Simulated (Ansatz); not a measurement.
CH₅FGeOSi (`F[C@@H]1[O][Ge@H]1[SiH3]`), relaxed with RKS PBE-D4/def2-SVP in the Gaussian-basis code of Ansatz from a rough embedded geometry. The force threshold is 0.03 eV/Å; the program also tests the step.

Total charge 0; spin multiplicity 1.

Start:

```xyz
10

F     2.783   -1.154   -0.658
C     1.484   -1.073   -0.066
O     0.470   -1.438   -0.933
Ge    0.437    0.431   -0.618
Si   -1.467    0.850    0.604
H     1.341   -1.447    0.975
H     0.573    1.038   -2.050
H    -1.254    0.351    2.004
H    -2.665    0.165    0.054
H    -1.702    2.277    0.689
```

**Question.** By how much does the energy fall, and how many steps does the optimiser take? (Estimate.)

**Answer.** The calculation gave: 0.36 eV, in 8 steps.

**Question.** Which bonds change most? (An estimate is asked.)

**Answer.** Computed: O3–Ge4 from 1.896 to 1.989 Å; Ge4–Si5 from 2.301 to 2.392 Å; C2–Ge4 from 1.914 to 2.000 Å; F1–C2 from 1.429 to 1.370 Å.

**Question.** Give the relaxed structure. (Estimate.)

**Answer.** The calculation gave: 
```xyz
10

F     2.704   -1.309   -0.873
C     1.574   -1.124   -0.121
O     0.421   -1.460   -0.690
Ge    0.498    0.519   -0.499
Si   -1.577    0.900    0.628
H     1.782   -1.434    0.930
H     0.592    0.966   -1.986
H    -1.473    0.305    2.003
H    -2.706    0.257   -0.127
H    -1.815    2.382    0.737
```
